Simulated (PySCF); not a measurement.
These compounds are isomers of formula C3H5F3O2Si.

A. `O=C(CC(F)(F)F)O[SiH3]`
B. `FC(F)(F)O[C@H]1OC[SiH2]1`
C. `InChI=1S/C3H5F3O2Si/c1-2(8-9-7)3(4,5)6/h7H,1,9H2`

Spectrum 1. ¹H NMR (300 MHz, computed): δ 5.25 (m, 1H), 5.18 (s, 2H), 4.48 (m, 1H), 1.92 (br s, 1H). ¹³C{¹H} NMR (computed): δ 154.5 (C), 129.2 (C), 97.1 (CH2).

Spectrum 2. ¹H NMR (300 MHz, computed): δ 4.92 (s, 3H), 3.19 (m, 2H). ¹³C{¹H} NMR (computed): δ 170.2 (C), 133.2 (C), 45.6 (CH2).

Spectrum 3. ¹H NMR (300 MHz, computed): δ 5.95 (m, 1H), 5.36 (m, 1H), 5.29 (m, 1H), 5.10 (m, 1H), 4.64 (m, 1H). ¹³C{¹H} NMR (computed): δ 131.3 (C), 109.7 (CH), 65.3 (CH2).

[PySCF 2.14.0 with density-fitted response routines: σ from GIAO-PBE0/pcSseg-1; geometry: GFN2-xTB; single conformer; non-relativistic; no solvent model; one averaged value for each set of equivalent atoms]

δ = σ(ref) − σ, references computed at the same level: ¹H, ¹³C against TMS. Splittings of carbon signals by F and P are missing where no couplings were computed. Where no couplings were computed, multiplicities follow the n + 1 count of equivalent neighbours, and m marks all less simple cases (inequivalent or close neighbours, rings, F or P nearby). Shifts are as computed. Against solution values, carbons near 30 ppm lie about +3 ppm off and those near 130 ppm about +5 ppm. Of 1309 compounds with measured shifts, 239 miss one by over three times the rms of a fit or turn the order of signals round; such compounds aren't used in these exercises. OH and NH positions are gas-phase values without hydrogen bonding to other molecules.

Match each spectrum to its structure.

## Answers

1–C, 2–A, 3–B.

- Spectrum 1 (C): 3 ¹³C signals; δC 154.5 is an alkene carbon bearing oxygen; δC 129.2 is a CF3 carbon.
- Spectrum 2 (A): 3 ¹³C signals; δC 133.2 is a CF3 carbon; δC 45.6 is an sp3 CH2 α to a carbonyl.
- Spectrum 3 (B): 3 ¹³C signals; δC 131.3 is a CF3 carbon; δC 109.7 is an sp3 carbon bearing two oxygens.
